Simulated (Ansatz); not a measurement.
Species: CH4OSi, SMILES `C=[SiH]O` (C–Si–O–H torsion 0°) (charge 0, multiplicity 1).

### Question
Give a relaxed geometry from PBE0-D3(BJ)/def2-TZVP in Ansatz (a quantum-chemistry and plane-wave program).

### Answer
One answer among several that fit: the end point of this relaxation, one of several conformers (outside a Z-matrix the atoms follow the SMILES, hydrogens last).
Bonds (Å): C1–Si2 1.689, C1–H4 1.084, C1–H5 1.083, Si2–O3 1.633, Si2–H6 1.471, O3–H7 0.959. Angles (°): Si2–C1–H4 118.7, Si2–C1–H5 125.2, H4–C1–H5 116.1, C1–Si2–O3 127.7, C1–Si2–H6 125.3, O3–Si2–H6 107.0, Si2–O3–H7 117.5.
